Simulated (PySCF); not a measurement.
C6H7BO, SMILES Bc1ccc(O)cc1, GFN2-xTB optimised geometry.

```
15

B      2.74     0.00     0.00
C      1.20     0.00     0.00
C      0.47    -1.19     0.00
C     -0.91    -1.20     0.00
C     -1.62     0.00     0.00
O     -2.97     0.05     0.00
C     -0.91     1.21     0.00
C      0.46     1.20     0.00
H      3.33    -1.01     0.00
H      3.33     1.01     0.00
H      1.00    -2.13     0.00
H     -1.46    -2.14     0.00
H     -3.33    -0.85     0.00
H     -1.47     2.13     0.00
H      0.99     2.14     0.00
```

Density from CAM-B3LYP/def2-TZVP (PySCF 2.14.0) at that geometry.

Minimum of the electron density along straight lines between bonded atoms, close to the bond critical point (lines longer than 1.1 times the sum of covalent radii, or with two minima, are not listed):

| bond | length / Å | ρ at the minimum / e bohr⁻³ | ∇²ρ there / e bohr⁻⁵ | position (fraction from the first atom) |
|---|---|---|---|---|
| B1–C2 | 1.539 | 0.196 | (withheld) | 0.33 |
| C2–C3 | 1.403 | 0.314 | -0.93 | 0.48 |
| C3–C4 | 1.379 | 0.327 | -0.99 | 0.50 |
| C4–C5 | 1.392 | 0.323 | -0.97 | 0.48 |
| C5–O6 | 1.356 | 0.299 | -0.64 | 0.34 |
| C5–C7 | 1.394 | 0.323 | -0.98 | 0.53 |
| C2–C8 | 1.405 | 0.313 | -0.92 | 0.48 |
| C7–C8 | 1.377 | 0.329 | -1.00 | 0.50 |
| B1–H9 | 1.170 | 0.193 | -0.36 | 0.44 |
| B1–H10 | 1.170 | 0.193 | -0.36 | 0.44 |
| C3–H11 | 1.080 | 0.291 | -1.06 | 0.65 |
| C4–H12 | 1.083 | 0.284 | -1.01 | 0.64 |
| O6–H13 | 0.965 | 0.357 | (withheld) | 0.81 |
| C7–H14 | 1.079 | 0.288 | -1.04 | 0.65 |
| C8–H15 | 1.080 | 0.291 | -1.06 | 0.65 |

What belongs in the gaps?


- B1–C2, ∇²ρ there / e bohr⁻⁵: -0.21
- O6–H13, ∇²ρ there / e bohr⁻⁵: -2.44
